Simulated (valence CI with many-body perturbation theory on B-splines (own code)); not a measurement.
## E1 line list for Te19+

Computed by configuration interaction combined with many-body perturbation theory (CI+MBPT): five valence electrons over a frozen Dirac-Fock core [Ar] 3d10, radial functions for each j: 11 s, 11 p, 10 d, 8 f, 5 g, 2 h, with the one-electron correlation potential Σ1 (screened to all orders), the two-electron term Σ2, the three-electron term Σ3, Breit, model QED; selected single and double excitations, second order for the rest, scaled by the run's own slope (own B-spline code, finite nucleus).

No measured spectrum was set against this ion. As an estimate, levels hold to about 250 cm⁻¹ or 0.2 % of their energy and the worst to 1 %, as in measured heavy ions of charge 2 to 7; those with d or f electrons hold less well. Among the levels kept, up to 2100 cm⁻¹ of a level comes from second order outside the variational space, and about a tenth of that is noise between levels of different J, which matters for small intervals.

Lines 201 to 250 of 554 in falling wavelength, among levels below 1598500 cm⁻¹, chosen from the strongest by gf and those to the six lowest levels. Wavelengths and rates use the calculated energies, so an error of 1000 cm⁻¹ moves a line at 14.60 nm by 0.15 % and its rate by three times that or more. Electric multipoles are in the length gauge, E1 and E2 with the static RPA response of the core. Weak lines are less certain than strong ones. Lines between different terms over intervals too small for the method are left out, as are lines whose strength nearly cancels. Where a level lies close to another of its J and parity, the split of strength between their lines is uncertain. The highest levels of a list are the least certain.

Names give the largest LS component (configuration and term), which can be under half, so a name can repeat, a term be missing and a line seem to break the LS rules; names also repeat where a configuration has a term twice. Letters in brackets count levels of one name in rising energy.

```
λ vac (nm)                    Upper                  Lower   A (s⁻¹)  S (a.u.)
     14.60       4s2.4p.4d2 2S°_1/2  4s2.4p2.4d 2P_1/2 [b]  3.54e+10  1.09e-01
     14.57        4s.4p3.4d 4S°_3/2          4s.4p4 2D_5/2  7.54e+10  4.61e-01
     14.55    4s2.4p2.4d 2P_3/2 [a]        4s2.4p3 2D°_3/2  5.79e+10  3.53e-01
     14.54   4s2.4p.4d2 4D°_7/2 [b]      4s2.4p2.4d 2G_9/2  4.65e+10  5.65e-01
     14.53    4s.4p3.4d 2D°_5/2 [b]          4s.4p4 2D_5/2  1.13e+10  1.02e-01
     14.53        4s2.4p2.4d 2G_7/2        4s2.4p3 2D°_5/2  3.29e+10  3.98e-01
     14.53   4s2.4p.4d2 4D°_5/2 [b]  4s2.4p2.4d 2D_5/2 [b]  1.21e+10  1.10e-01
     14.52       4s2.4p.4d2 4G°_9/2      4s2.4p2.4d 4F_7/2  8.85e+09  1.34e-01
     14.52   4s2.4p.4d2 2F°_7/2 [a]  4s2.4p2.4d 2F_7/2 [a]  7.60e+09  9.18e-02
     14.51   4s2.4p2.4f 2G°_7/2 [a]      4s2.4p2.4d 2G_7/2  1.92e+10  2.31e-01
     14.51   4s2.4p.4d2 4D°_7/2 [a]      4s2.4p2.4d 4F_9/2  2.41e+10  2.91e-01
     14.50    4s2.4p2.4d 2D_3/2 [a]        4s2.4p3 2P°_1/2  3.54e+10  2.13e-01
     14.47    4s2.4p2.4d 2D_5/2 [c]        4s2.4p3 2P°_3/2  2.36e+08  2.11e-03
     14.46        4s2.4p2.4d 4P_5/2        4s2.4p3 2D°_5/2  3.89e+10  3.49e-01
     14.46   4s2.4p.4d2 4G°_5/2 [a]          4s.4p4 2P_3/2  1.47e+10  1.31e-01
     14.44    4s.4p3.4d 4D°_3/2 [a]          4s.4p4 4P_5/2  3.06e+09  1.82e-02
     14.44    4s.4p3.4d 2D°_5/2 [a]          4s.4p4 4P_3/2  5.26e+10  4.69e-01
     14.42    4s.4p3.4d 4P°_1/2 [b]      4s2.4p2.4d 4F_3/2  2.90e+10  8.58e-02
     14.39   4s2.4p.4d2 4G°_5/2 [b]      4s2.4p2.4d 2F_5/2  2.61e+10  2.30e-01
     14.37    4s.4p3.4d 4P°_3/2 [a]          4s.4p4 4P_3/2  2.62e+10  1.53e-01
     14.36       4s2.4p.4d2 2D°_3/2  4s2.4p2.4d 2P_3/2 [a]  5.23e+10  3.06e-01
     14.35    4s.4p3.4d 4P°_3/2 [b]          4s.4p4 2D_3/2  2.06e+10  1.20e-01
     14.34       4s2.4p2.4f 2P°_3/2  4s2.4p2.4d 2P_1/2 [b]  2.20e+10  1.28e-01
     14.34       4s2.4p.4d2 4F°_5/2      4s2.4p2.4d 4P_3/2  1.59e+10  1.39e-01
     14.33       4s2.4p.4d2 2F°_5/2      4s2.4p2.4d 4D_5/2  2.27e+10  1.98e-01
     14.33        4s2.4p2.4d 4P_3/2        4s2.4p3 2D°_5/2  3.62e+10  2.10e-01
     14.32       4s2.4p.4d2 4S°_3/2  4s2.4p2.4d 2D_5/2 [b]  2.67e+10  1.55e-01
     14.32       4s2.4p2.4f 4G°_5/2      4s2.4p2.4d 4D_7/2  1.14e+10  9.89e-02
     14.32   4s2.4p.4d2 4D°_3/2 [a]      4s2.4p2.4d 4D_3/2  2.95e+10  1.71e-01
     14.31       4s2.4p.4d2 2G°_7/2      4s2.4p2.4d 2G_9/2  1.30e+10  1.51e-01
     14.30   4s2.4p.4d2 4D°_7/2 [b]  4s2.4p2.4d 2F_7/2 [a]  1.01e+10  1.17e-01
     14.29    4s.4p3.4d 2F°_7/2 [d]      4s2.4p2.4d 4F_7/2  1.31e+10  1.51e-01
     14.29    4s.4p3.4d 4F°_5/2 [a]          4s.4p4 4P_5/2  6.47e+09  5.60e-02
     14.29   4s2.4p2.4f 2G°_9/2 [a]      4s2.4p2.4d 2G_7/2  9.10e+09  1.31e-01
     14.28       4s2.4p2.4f 4D°_3/2      4s2.4p2.4d 4P_3/2  1.66e+10  9.53e-02
     14.26       4s2.4p.4d2 2P°_3/2  4s2.4p2.4d 2P_1/2 [a]  2.92e+10  1.67e-01
     14.26      4s2.4p2.4f 4G°_11/2      4s2.4p2.4d 2G_9/2  4.54e+09  7.79e-02
     14.20       4s2.4p.4d2 4F°_5/2      4s2.4p2.4d 4P_5/2  1.60e+10  1.36e-01
     14.18    4s.4p3.4d 2D°_3/2 [c]          4s.4p4 2D_5/2  1.75e+10  9.86e-02
     14.17       4s2.4p.4d2 4F°_7/2      4s2.4p2.4d 4P_5/2  3.49e+10  3.91e-01
     14.16    4s.4p3.4d 2G°_7/2 [b]          4s.4p4 2D_5/2  3.19e+10  3.58e-01
     14.14  4s2.4p.4d2 4G°_11/2 [a]      4s2.4p2.4d 4F_9/2  6.73e+09  1.13e-01
     14.12   4s2.4p.4d2 4G°_5/2 [a]      4s2.4p2.4d 4F_3/2  1.52e+10  1.27e-01
     14.12       4s2.4p.4d2 4P°_5/2  4s2.4p2.4d 2F_7/2 [a]  7.79e+10  6.50e-01
     14.11   4s2.4p2.4f 2F°_5/2 [b]  4s2.4p2.4d 2D_3/2 [a]  2.39e+10  1.99e-01
     14.11       4s2.4p.4d2 2G°_7/2  4s2.4p2.4d 2D_5/2 [a]  2.78e+10  3.08e-01
     14.11       4s2.4p.4d2 2P°_1/2  4s2.4p2.4d 2D_3/2 [a]  1.48e+11  4.11e-01
     14.11    4s2.4p2.4d 2P_3/2 [b]        4s2.4p3 2P°_3/2  6.71e+10  3.71e-01
     14.10   4s2.4p.4d2 4D°_7/2 [a]      4s2.4p2.4d 4D_7/2  1.81e+10  2.00e-01
     14.08    4s.4p3.4d 2F°_5/2 [a]          4s.4p4 2D_3/2  1.95e+10  1.61e-01
```
